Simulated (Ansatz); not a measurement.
C3H7, charge -1, singlet, geometry from GFN2-xTB (a gas-phase anion, which may not be bound at this level); Ansatz (a program for electronic structure) with CAM-B3LYP/6-31G**.

Here is a job for Ansatz.
Ansatz 0.2 input:
```yaml
crystal:
  periodic: [false, false, false]
  atoms:
    - {symbol: C, position_ang: [-0.10780469, 0.00054251, 0.68004084]}
    - {symbol: C, position_ang: [-0.02190610, 1.23344102, -0.21846953]}
    - {symbol: C, position_ang: [-0.00646224, -1.23439269, -0.21405251]}
    - {symbol: H, position_ang: [0.84309050, 0.00760359, 1.30038358]}
    - {symbol: H, position_ang: [0.01296381, 2.15358899, 0.38110298]}
    - {symbol: H, position_ang: [0.03990771, -2.15188010, 0.38880905]}
    - {symbol: H, position_ang: [0.85762803, 1.28590022, -0.92185351]}
    - {symbol: H, position_ang: [-0.91331302, 1.30302432, -0.86049058]}
    - {symbol: H, position_ang: [-0.89691409, -1.31742471, -0.85580041]}
    - {symbol: H, position_ang: [0.87367531, -1.27835733, -0.91726391]}
basis:
  gaussian:
    orbitals: 6-31G__.json
hamiltonian:
  xc: cam_b3lyp
total_charge: -1
accuracy: high
```
The basis file holds 6-31G** in the JSON format of the Basis Set Exchange.

Output, abridged:

```
Functional definition: CAM-B3LYP
1949 factors; integrals over basis functions are off by at most 3.5e-9 eV
343 factors; integrals over basis functions are off by at most 2.4e-9 eV
mean field evaluation 1: about -3219.0903 eV, gradient 2.4e1 eV
mean field evaluation 2: about -3219.4304 eV, gradient 2.2e1 eV
mean field evaluation 4: about -3220.6394 eV, gradient 4.8e-1 eV
mean field evaluation 8: about -3220.6357 eV, gradient 4.6e-2 eV
mean field evaluation 16: about -3220.6358 eV, gradient 7.0e-6 eV
mean field -3220.63575547 eV, -118.3561809883 hartree, gradient 3.3e-8 eV, S^2 0.000000; 0 other end points of the search recorded, 0 dependent functions left out
reference -3220.63577387 eV, -118.3561816646 hartree; 13, 13 occupied and 67, 67 virtual orbitals, 1949 factors
Total energy: -3220.63577387 eV, -118.3561816646 hartree
```
